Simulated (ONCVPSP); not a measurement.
## Before and after: ONCV potential for Pt (Z = 78)

- Element: platinum (Pt)
- Generator: ONCVPSP 4.0.1
- Type: optimised norm-conserving Vanderbilt (ONCV)
- Functional: PBE
- Relativity: scalar-relativistic
- Frozen core: [Kr] 4d10
- Valence charge: 32
- Reference configuration: 4f14 5s2 5p6 5d9 6s0.75 (charge +0.25)
- Partial waves: 5s+6s: rc 1.45 bohr, ncon 4, nbas 9, qcut 6.8 1/bohr, 2 projectors; 5p: rc 1.40 bohr, ncon 3, nbas 6, qcut 8.4 1/bohr, 3 projectors, debl 1.3 Ha; 5d: rc 1.70 bohr, ncon 4, nbas 9, qcut 9 1/bohr, 2 projectors, debl 1.2 Ha; 4f: rc 0.50 bohr, ncon 4, nbas 8, qcut 21.6 1/bohr, 3 projectors, debl 3.1 Ha
- Local potential: polynomial inside 0.45 bohr (lpopt 5, dvloc0 4 Ha)
- Core correction: Teter function, fcfact 4.25, rcfact 1.3

In the p channel the program set the typed energies aside and used -2.130, 0.250, 1.550 Ha.

Change: local potential polynomial inside 0.35 bohr (lpopt 5, dvloc0 3 Ha).

Cutoffs: the cutoffs (Ha) at which the residual kinetic energy of the hardest occupied pseudo-wave falls to 1 and 0.1 mHa per electron; they do not see the model core or the augmentation charge, which bear on the density cutoff. Errors are all-electron minus pseudo energies relative to the spin-unpolarised reference configuration.

Problem. What does the change do?

Solution. The potential gets neither clearly harder nor softer (1134 Ha and 1690 Ha → 1134 Ha and 1690 Ha); both files keep a bound ghost (d, f, p, s); the lowest positive-energy flag moves from s at 59.5 eV to none; the errors of the 4 common tests hardly move; the range in which the s phases agree widens (upper end 1.5 → at the end of the scan).

| quantity | base | changed |
| --- | --- | --- |
| cutoff, loose | 1134 Ha | 1134 Ha |
| cutoff, tight | 1690 Ha | 1690 Ha |
| bound ghosts | s, p, d, f | s, p, d, f |
| GHOST(+) flags under 300 eV | s at 59.5 eV | none |
| largest miss of a reference level, eV | 0.06 | 0.05 |
| error for 4f14 5s2 5p6 5d9 6s1, meV [ΔE -1.63 eV] | +0.6 | +0.6 |
| error for 4f14 5s2 5p6 5d9 6s0, meV [ΔE 7.57 eV] | -3.9 | -3.9 |
| error for 4f14 5s2 5p6 5d8 6s0, meV [ΔE 27.53 eV] | -5.6 | -5.7 |
| error for 4f13 5s2 5p6 5d10 6s0, meV [ΔE 76.51 eV] | -639 | -707 |
| s: phases at 1.48 bohr within 0.05 rad from the reference energy up to (Ha; the scan ends near 5) | 1.5 | to the end of the scan |
| p: phases at 1.42 bohr within 0.05 rad from the reference energy up to (Ha; the scan ends near 5) | to the end of the scan | to the end of the scan |
| d: phases at 1.72 bohr within 0.05 rad from the reference energy up to (Ha; the scan ends near 5) | to the end of the scan | to the end of the scan |
| f: phases at 0.51 bohr within 0.05 rad from the reference energy up to (Ha; the scan ends near 5) | to the end of the scan | to the end of the scan |
| rms error of d²Exc/dni dnj with the model core, mHa | 3.10 | 3.09 |

 A true bound ghost makes a file unfit for plane-wave use even where its test errors are small: the radial tests pick states by their node count and pass the ghost by.
